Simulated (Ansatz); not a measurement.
Cu₄Os. Total charge 0; singlet. Geometry B3LYP-D4/def2-SVP.

Cartesian coordinates in Å:
```
Os 0.000 0.000 0.000
Cu -2.147 1.112 -0.411
Cu 2.387 0.545 0.132
Cu -1.620 -0.904 -1.604
Cu 1.380 -0.752 1.883
```

In the def2 sets Os takes a core potential; there is no spin–orbit coupling. The restricted singlet is unstable towards broken spin symmetry at other levels; at PBE-D4/def2-TZVP, BLYP-D4/def2-TZVP, r2SCAN-D4/def2-TZVP, PBE0-D4/def2-TZVP this wasn't settled. At PBE-D4/def2-TZVP, BLYP-D4/def2-TZVP an occupied level lies above an empty one. Another isomer (quintet) lies 1.62 eV lower at PBE0-D4/def2-TZVP; other spin states weren't run for this one.

Problem. Estimate the orbital energies around the gap (eV) in Ansatz with PBE-D4/def2-TZVP, BLYP-D4/def2-TZVP, r2SCAN-D4/def2-TZVP, PBE0-D4/def2-TZVP.

Solution. 
```tsv
orbital	PBE-D4/def2-TZVP	BLYP-D4/def2-TZVP	r2SCAN-D4/def2-TZVP	PBE0-D4/def2-TZVP
HOMO−5	-5.43	-5.37	-5.43	-7.01
HOMO−4	-5.43	-5.37	-5.41	-5.85
HOMO−3	-4.32	-4.27	-4.39	-5.38
HOMO−2	-4.32	-4.27	-4.27	-5.05
HOMO−1	-4.19	-4.19	-4.27	-5.05
HOMO	-4.15	-4.10	-4.10	-4.91
LUMO	-4.29	-4.20	-3.97	-2.73
LUMO+1	-3.02	-3.00	-2.80	-2.09
LUMO+2	-3.02	-3.00	-2.80	-2.09
LUMO+3	-2.73	-2.69	-2.48	-1.74
LUMO+4	-1.05	-1.00	-0.80	-0.15
LUMO+5	-1.05	-1.00	-0.80	-0.15
```
